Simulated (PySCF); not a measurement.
Electron correlation in Ca¹⁸⁺ (calcium, charge +18)

1s2, closed-shell 1S. Computed with PySCF 2.14 in an even-tempered Gaussian basis (17 s from 15 bohr⁻², ratio 2.2; 7 p from 23 bohr⁻², ratio 2.4; 4 d from 70 bohr⁻², ratio 2.4; 3 f from 100 bohr⁻², ratio 2.4; 3 g from 160 bohr⁻², ratio 2.4), with the spin-free X2C one-electron Hamiltonian (Gaussian nucleus). Frozen: nothing; 2 electrons correlated; the 12 highest virtual orbitals of each spin left out.

With two correlated electrons CCSD is exact within the correlated space (frozen core and kept virtual orbitals).

```csv
level,correlation energy (mhartree)
CCSD,-47.21
```

Diagnostics: T1 = 7.2e-06, D1 = 0.0000, largest double amplitude 0.002.

Task: Is a single reference adequate?

Result: Yes, within this model without spin-orbit coupling: T1 lies below 0.03 and no double amplitude reaches 0.07.
